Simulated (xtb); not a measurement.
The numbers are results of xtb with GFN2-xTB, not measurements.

```
xtb start.xyz --ohess tight --gfn 2 --chrg 0 --uhf 0 --iterations 400

# start.xyz
7

Si    -0.928738    -0.057595    -0.016784
B      0.967137     0.081067    -0.461669
I      1.869767     2.030473     0.083659
I      2.197801    -1.693941     0.022660
H     -1.495395    -1.151097    -0.823283
H     -1.631191     1.199255    -0.219797
H     -0.979381    -0.408163     1.415215
```

Output:

```
[...]
         9        2.0000           -0.4480598             -12.1923
        10        2.0000           -0.4355021             -11.8506
        11        2.0000           -0.4260728             -11.5940
        12        2.0000           -0.4027192             -10.9585 (HOMO)
        13                         -0.3109573              -8.4616 (LUMO)
        14                         -0.2074096              -5.6439
        15                         -0.1930166              -5.2522
        16                         -0.1849546              -5.0329
        17                         -0.1485732              -4.0429
       ...                                ...                  ...
        34                          0.8918784              24.2692
      -------------------------------------------------------------
                  HL-Gap            0.0917619 Eh            2.4970 eV
             Fermi-level           -0.3568382 Eh           -9.7101 eV


         :::::::::::::::::::::::::::::::::::::::::::::::::::::
         ::                     SUMMARY                     ::
         :::::::::::::::::::::::::::::::::::::::::::::::::::::
         :: total energy             -12.152470099362 Eh    ::
         :: gradient norm              0.000228963990 Eh/a0 ::
         :: HOMO-LUMO gap              2.496969456506 eV    ::
         ::.................................................::
         :: SCC energy               -12.204724278848 Eh    ::
         :: -> isotropic ES            0.031721631704 Eh    ::
         :: -> anisotropic ES          0.004792427802 Eh    ::
         :: -> anisotropic XC         -0.005974816816 Eh    ::
         :: -> dispersion             -0.006576527254 Eh    ::
         :: repulsion energy           0.052254179486 Eh    ::
         :: add. restraining           0.000000000000 Eh    ::
         :: total charge              -0.000000000000 e     ::
         :::::::::::::::::::::::::::::::::::::::::::::::::::::

           -------------------------------------------------
          |                Numerical Hessian                |
           -------------------------------------------------
step length          :   0.00500
SCC accuracy         :   0.30000
Hessian scale factor :   1.00000
frozen atoms in %    :   0.00000    0
RMS gradient         :   0.00023
estimated CPU  time      0.00 min
estimated wall time      0.00 min

writing file <hessian>.

 projected vibrational frequencies (cm⁻¹)
eigval :       -0.00    -0.00    -0.00    -0.00     0.00     0.00
eigval :       13.56   108.55   121.48   219.41   272.58   482.76
eigval :      501.87   724.79   786.86   790.40   793.91   812.19
eigval :     2234.79  2249.47  2266.17
           -------------------------------------------------
          |                Property Printout                |
           -------------------------------------------------

    * Orbital Energies and Occupations

         #    Occupation            Energy/Eh            Energy/eV
      -------------------------------------------------------------
         1        2.0000           -0.7623773             -20.7453
         2        2.0000           -0.7535056             -20.5039
         3        2.0000           -0.7400581             -20.1380
         4        2.0000           -0.5283196             -14.3763
         5        2.0000           -0.4892127             -13.3122
         6        2.0000           -0.4622437             -12.5783
         7        2.0000           -0.4590646             -12.4918
         8        2.0000           -0.4484716             -12.2035
         9        2.0000           -0.4480598             -12.1923
        10        2.0000           -0.4355022             -11.8506
        11        2.0000           -0.4260729             -11.5940
        12        2.0000           -0.4027193             -10.9585 (HOMO)
        13                         -0.3109574              -8.4616 (LUMO)
        14                         -0.2074096              -5.6439
        15                         -0.1930166              -5.2522
        16                         -0.1849546              -5.0329
        17                         -0.1485731              -4.0429
        18                         -0.1407756              -3.8307
        19                         -0.1029009              -2.8001
        20                         -0.0955762              -2.6008
        21                         -0.0072093              -0.1962
        22                         -0.0054244              -0.1476
        23                         -0.0033597              -0.0914
       ...                                ...                  ...
        34                          0.8918782              24.2692
      -------------------------------------------------------------
                  HL-Gap            0.0917619 Eh            2.4970 eV
             Fermi-level           -0.3568383 Eh           -9.7101 eV

     #   Z          covCN         q      C6AA      α(0)
     1  14 Si       3.821     0.395    99.421    19.075
     2   5 B        2.707     0.247    17.754     7.067
     3  53 I        1.316    -0.151   383.178    33.791
     4  53 I        1.328    -0.152   383.273    33.795
     5   1 H        0.917    -0.113     6.040     3.844
     6   1 H        0.918    -0.116     6.143     3.876
     7   1 H        0.917    -0.111     5.957     3.817

 Mol. C6AA /au·bohr⁶  :       3673.099255
 Mol. C8AA /au·bohr⁸  :     261168.541579
 Mol. α(0) /au        :        105.265878

Wiberg/Mayer (AO) data.
largest (>0.10) Wiberg bond orders for each atom

 ---------------------------------------------------------------------------
     #   Z sym  total        # sym  WBO       # sym  WBO       # sym  WBO
 ---------------------------------------------------------------------------
     1  14 Si   3.598 --     2 B    0.909     6 H    0.900     5 H    0.896
                             7 H    0.892
     2   5 B    3.368 --     3 I    1.174     4 I    1.171     1 Si   0.909
     3  53 I    1.212 --     2 B    1.174
     4  53 I    1.209 --     2 B    1.171
     5   1 H    0.987 --     1 Si   0.896
     6   1 H    0.987 --     1 Si   0.900
     7   1 H    0.988 --     1 Si   0.892
 ---------------------------------------------------------------------------

Topologies differ in total number of bonds
Writing topology from bond orders to xtbtopo.mol

molecular dipole:
                 x           y           z       tot (Debye)
 q only:       -0.479      -0.057      -0.099
   full:       -1.069      -0.134      -0.207       2.788
molecular quadrupole (traceless):
                xx          xy          yy          xz          yz          zz
 q only:       -2.172      -0.085      -1.508      -1.144      -0.145       3.680
  q+dip:       -3.732       0.593      -7.975      -2.959      -0.363      11.707
   full:       -4.367       0.458      -7.459      -3.139      -0.385      11.826

           -------------------------------------------------
          |                Geometry Summary                 |
           -------------------------------------------------

      molecular mass/u    :      295.7292928
   center of mass at/Å    :        1.7207166       0.2533077       0.3126604
  moments of inertia/u·Å² :        0.2794017E+03   0.8409367E+03   0.1114696E+04
rotational constants/cm⁻¹ :        0.6033476E-01   0.2004626E-01   0.1512308E-01

 * 6 selected distances

     #   Z          #   Z                                           value/Å
     1  14 Si       2   5 B                                       1.9866335
     2   5 B        3  53 I                                       2.1129817
     2   5 B        4  53 I                                       2.1138882 (max)
     1  14 Si       5   1 H                                       1.4667867
     1  14 Si       6   1 H                                       1.4650851 (min)
     1  14 Si       7   1 H                                       1.4682489

 * 3 distinct bonds (by element types)

   Z      Z             #   av. dist./Å        max./Å        min./Å
   1 H   14 Si          3     1.4667069     1.4682489     1.4650851
   5 B   14 Si          1     1.9866335     1.9866335     1.9866335
   5 B   53 I           2     2.1134349     2.1138882     2.1129817
Molecule has no symmetry elements
It seems to be the C1 point group

           -------------------------------------------------
          |               Frequency Printout                |
           -------------------------------------------------
 projected vibrational frequencies (cm⁻¹)
eigval :       -0.00    -0.00    -0.00    -0.00     0.00     0.00
eigval :       13.56   108.55   121.48   219.41   272.58   482.76
eigval :      501.87   724.79   786.86   790.40   793.91   812.19
eigval :     2234.79  2249.47  2266.17
 reduced masses (amu)
   1: 23.98   2:113.25   3:122.07   4:120.78   5:119.87   6:102.89   7:  3.29   8: 52.19
   9:107.87  10: 10.68  11: 54.72  12:  7.51  13:  6.62  14: 14.94  15:  2.09  16: 11.65
  17:  1.96  18:  5.32  19:  1.79  20:  1.82  21:  1.89
 IR intensities (km·mol⁻¹)
   1:  1.00   2:  0.06   3:  0.11   4:  0.07   5:  0.12   6:  0.07   7:  0.11   8:  1.35
   9:  3.81  10: 40.93  11:  3.31  12: 74.90  13:  5.80  14: 52.80  15:184.59  16:191.72
  17:116.87  18:371.05  19:225.82  20:264.06  21:329.93
 Raman intensities (Ä⁴*amu⁻¹)
   1:  0.00   2:  0.00   3:  0.00   4:  0.00   5:  0.00   6:  0.00   7:  0.00   8:  0.00
   9:  0.00  10:  0.00  11:  0.00  12:  0.00  13:  0.00  14:  0.00  15:  0.00  16:  0.00
  17:  0.00  18:  0.00  19:  0.00  20:  0.00  21:  0.00
 output can be read by thermo (or use thermo option).
 writing <g98.out> molden fake output.
 recommended (thermochemical) frequency scaling factor: 1.0
           -------------------------------------------------
          |             Thermodynamic Functions             |
           -------------------------------------------------

c1  symmetry found (for desy threshold:  0.10E+00) used in thermo

          ...................................................
          :                      SETUP                      :
          :.................................................:
          :  # frequencies                          15      :
          :  # imaginary freq.                       0      :
          :  linear?                             false      :
          :  only rotor calc.                    false      :
          :  symmetry                               c1      :
          :  rotational number                       1      :
          :  scaling factor                  1.0000000      :
          :  rotor cutoff                   50.0000000 cm⁻¹ :
          :  imag. cutoff                  -20.0000000 cm⁻¹ :
          :.................................................:

    mode    ω/cm⁻¹     T·S(HO)/kcal·mol⁻¹    T·S(FR)/kcal·mol⁻¹   T·S(vib)
   ------------------------------------------------------------------------
       1     13.56    -2.20814 (  0.54%)    -1.44264 ( 99.46%)    -1.44676
       2    108.55    -0.98233 ( 95.69%)    -0.82686 (  4.31%)    -0.97564
       3    121.48    -0.91733 ( 97.21%)    -0.79352 (  2.79%)    -0.91388
       4    219.41    -0.58556 ( 99.73%)    -0.61841 (  0.27%)    -0.58565
       5    272.58    -0.47102 ( 99.89%)    -0.55413 (  0.11%)    -0.47112
   ------------------------------------------------------------------------

   temp. (K)  partition function   enthalpy   heat capacity  entropy
                                   cal/mol     cal/K/mol   cal/K/mol   J/K/mol
 298.15  VIB   250.                 2632.518     14.300     17.214
         ROT  0.124E+07              888.752      2.981     30.857
         INT  0.309E+09             3521.271     17.280     48.071
         TR   0.492E+28             1481.254      4.968     42.931
         TOT                        5002.5248    22.2486    91.0019   380.7518

       T/K    H(0)-H(T)+PV         H(T)/Eh          T*S/Eh         G(T)/Eh
   ------------------------------------------------------------------------
    298.15    0.797203E-02    0.361729E-01    0.432379E-01   -0.706498E-02
   ------------------------------------------------------------------------

         :::::::::::::::::::::::::::::::::::::::::::::::::::::
         ::                  THERMODYNAMIC                  ::
         :::::::::::::::::::::::::::::::::::::::::::::::::::::
         :: total free energy         -12.159535078772 Eh   ::
         ::.................................................::
         :: total energy              -12.152470099367 Eh   ::
         :: zero point energy           0.028200913599 Eh   ::
         :: G(RRHO) w/o ZPVE           -0.035265893004 Eh   ::
         :: G(RRHO) contrib.           -0.007064979405 Eh   ::
         :::::::::::::::::::::::::::::::::::::::::::::::::::::

optimized geometry written to: xtbopt.xyz

           -------------------------------------------------
          | TOTAL ENERGY              -12.152470099367 Eh   |
          | TOTAL ENTHALPY            -12.116297155103 Eh   |
          | TOTAL FREE ENERGY         -12.159535078772 Eh   |
          | GRADIENT NORM               0.000229120105 Eh/α |
          | HOMO-LUMO GAP               2.496968548522 eV   |
           -------------------------------------------------

------------------------------------------------------------------------
```

Cost: roughly 0.3 core-seconds.
